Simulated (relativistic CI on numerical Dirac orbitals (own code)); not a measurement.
# Hyperfine structure of Cd²⁺, mass number 111

Method of calculation: Dirac-Coulomb-Breit CI, orbitals from a KLI potential per configuration, a model potential for QED, valence Slater integrals scaled by 0.85, P86 correlation energy added to each configuration (own radial code, finite nucleus).

Configuration list (outside the closed core [Kr]): 4d10, 4d9 5s, 4d9 5p, 4d9 4f, 4d9 5d, 4d9 6s, 4d9 6p, 4d9 6d, 4d9 5f, 4d9 5g, 4d9 6f, 4d9 6g. Double excitations out of closed p, d and f shells are left out; levels of such configurations are missing from the list, as are those of other unlisted configurations, and high levels can miss mixing partners.

Nuclear spin I = 1/2, μ = -0.594 μN (tables of Stone and Pyykkö). The electronic factors are computed for point nuclear moments, without core polarisation; leaving it out makes A of s and p electrons in near-neutral atoms 20 to 40 % too small, and it can dominate for d and f shells.

```tsv
Level	E (cm⁻¹)	A (MHz)
4d9 5s 3D_3	83445.8	-3834
4d9 5s 3D_2	85438.6	768.5
4d9 5s 3D_1	89007.4	2197
4d9 5s 1D_2	92150.8	-4825
4d9 5p 3P°_2	134933.8	-358.6
4d9 5p 3F°_3	137606.5	-1326
4d9 5p 3P°_1	139473.8	-962.3
4d9 5p 3F°_4	139706.5	-745.7
```

Levels with J = 0, under 50 % of one LS term, or S terms without an open s electron are left out. Small factors come from cancelling terms and can be off by tens of per cent or more.

Correlation outside the listed configurations is missing or only estimated: errors of thousands of cm⁻¹ between configurations and terms are usual at this charge. Rates and lifetimes follow the computed energies and can be off by large factors. The fine structure of a lone outer electron comes out too small, for d and f at times inverted, and misplaced configurations move strength between like terms. 12 of the 28 excited levels that our extract of the measured tables holds in this range could be paired (the sources list more); they are missed by 3191 cm⁻¹ on average and 4132 at most, and levels without a partner can miss by more.

Problem. Give the hyperfine levels of 4d9 5s 3D_3 relative to its centre of gravity.

Solution. With K = F(F + 1) − I(I + 1) − J(J + 1), E = AK/2: F = 5/2: 7668, F = 7/2: -5751 MHz.

LS names give the leading component of a level, which can be under half, so a name can repeat, a term be missing and a line seem to break the LS rules.
